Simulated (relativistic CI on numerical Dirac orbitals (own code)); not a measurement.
What each ingredient does to the levels of Pm²⁷⁺

Base calculation: Dirac-Coulomb-Breit CI, separate exchange-only KLI orbitals for each configuration, model QED (radiative potential, 1s self-energy scaled to tabulated hydrogen-like ionisation energies), unscaled Slater integrals.

CI space (outside the closed core [Ar] 3d10): 4s2 4p4, 4s 4p5, 4s2 4p3 4d, 4p6, 4s 4p4 4d, 4s2 4p3 4f, 4s 4p4 4f, 4p5 4d, 4s 4p3 4d2, 4s2 4p2 4d 4f, 4p5 4f, 4p4 4d2, 4p3 4d3, 4p3 4d2 4f. Double excitations out of closed p, d and f shells are left out; levels of such configurations are missing from the list, as are those of other unlisted configurations, and high levels can miss mixing partners.

Variants: (1) non-relativistic limit. Shifts of the energy above 4s2 4p4 3P_2, in cm⁻¹, for the lowest level and the first level of each name with at least 55 % of one term (blank where a level changes its place among those of its configuration and J or its character, or is not in the variant):

```tsv
Level	Base	Δ(1)
4s2 4p4 3P_2	0	0
4s2 4p4 1S_0	59668	
4s2 4p4 3P_1	249032	-249032
4s2 4p4 1D_2	278427	-236910
4s 4p5 3P°_2	765150	-282644
4s 4p5 3P°_0	1011671	-529166
4s2 4p3 4d 3D°_1	1023033	-216121
4s2 4p3 4d 3G°_4	1128458	
4s2 4p3 4d 3D°_3	1129360	
4s2 4p3 4d 3G°_5	1183131	-324294
4s 4p4 4d 5D_3	1637885	-379139
4p6 1S_0	1641350	-568621
4s 4p4 4d 5F_5	1684658	-388679
```

At this charge energies of transitions that change n are usually good to better than 1 %, and those within a shell (Δn = 0) to a few per cent.

Ionisation energy from the two ground configurations alone: base 998.565 eV. The NIST ASD value (theoretical) is 998 eV.

LS names give the leading component of a level, which can be under half, so a name can repeat, a term be missing and a line seem to break the LS rules.
